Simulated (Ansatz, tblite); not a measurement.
Forces on the cluster Au3I2 at its PBE-D4/def2-SVP geometry. Charge 0, multiplicity 2.

In the def2 sets Au, I take a core potential; there is no spin–orbit coupling. The xTB rows come from tblite. No other spin state of charge 0 was run. The structure comes from a short search, and lower isomers may exist.

GFN1-xTB (tblite), largest force 0.42 eV/Å:

```xyz
5
positions Å, forces eV/Å
Au    0.932    0.699   -1.347   -0.060    0.060    0.244
Au   -0.358   -1.632   -1.532   -0.044    0.152    0.343
Au   -0.258    0.353    1.194    0.154    0.097   -0.251
I    -1.523   -1.959    0.980    0.114    0.059   -0.207
I     1.208    2.539    0.704   -0.164   -0.367   -0.129
```

GFN2-xTB (tblite), largest force 0.58 eV/Å:

```
Au -0.082 -0.392 -0.379
Au 0.327 0.321 -0.358
Au 0.045 0.155 0.118
I -0.195 -0.069 0.398
I -0.095 -0.016 0.220
```

PBE-D4/def2-TZVP (Ansatz), largest force 0.44 eV/Å:

```
Au -0.100 0.021 0.286
Au -0.027 0.119 0.250
Au 0.057 -0.036 -0.201
I 0.239 0.280 -0.196
I -0.170 -0.384 -0.139
```
